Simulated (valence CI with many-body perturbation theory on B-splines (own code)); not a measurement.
**How close is CI+MBPT for P2+?**

Method: configuration interaction combined with many-body perturbation theory (CI+MBPT): three valence electrons over a frozen Dirac-Fock core [Ne], a basis of 11 s, 11 p, 10 d, 8 f, 5 g, 2 h functions for each j, with the one-electron correlation potential Σ1 (screened to all orders), the two-electron term Σ2, the three-electron term Σ3, Breit, model QED; selected single and double excitations, second order for the rest, scaled by the run's own slope (own B-spline code, finite nucleus).

Set against measurement, 13 paired levels are off by 78 cm⁻¹ on average, the worst by 161. These come from a selection out of Martin, Zalubas and Musgrove, J. Phys. Chem. Ref. Data 14, 751 (1985). Levels without a partner in it may be off by more.

Measured levels: Martin, Zalubas and Musgrove, J. Phys. Chem. Ref. Data 14, 751 (1985). Pairs share parity and J, and are chosen by configuration, term and nearness in energy; levels without a clear partner are left out. Some J values that the scan of the source had lost were assigned by a fit. Energies in cm⁻¹ above the measured ground level.

Names give the largest LS component (configuration and term), which can be under half, so a name can repeat, a term be missing and a line seem to break the LS rules; names also repeat where a configuration has a term twice.

```csv
Computed label,Label in the source,Measured,Computed,Difference
3s²3p ²P°_1/2,3s2 3p 2P°,0,0.0,0
3s²3p ²P°_3/2,3s2 3p 2P°,559.1,560.0,+1
3s3p² ⁴P_1/2,3s 3p2 4P,56921.7,56793.9,-128
3s3p² ⁴P_3/2,3s 3p2 4P,57126.0,56998.7,-127
3s3p² ⁴P_5/2,3s 3p2 4P,57454,57327.6,-126
3s3p² ²S_1/2,3s 3p2 2S,100200.4,100297.5,+97
3s3p² ²P_1/2,3s 3p2 2P,109037.2,109114.5,+77
3s3p² ²P_3/2,3s 3p2 2P,109413.0,109490.3,+77
3s²4s ²S_1/2,3s2 4s 2S,117835.9,117875.5,+40
3s²4p ²P°_1/2,3s2 4p 2P°,141376.9,141369.2,-8
3p³ ⁴S°_3/2,3p3 4S°,159715.4,159649.5,-66
3p³ ²P°_1/2,3p3 2P°,170170.6,170170.9,0
3s3p3d ⁴D°_1/2,3s 3p(3P°) 3d 4D°,175259.7,175159.6,-100
3s²5s ²S_1/2,3s2 5s 2S,176042.9,175882.0,-161
```

Over 13 excited levels the mean absolute difference is 78 cm⁻¹, the median 77 and the largest 161. The comparison draws on a selection of the measured levels: 14 of the 91 computed ones have a partner in it, and others may be off by more.
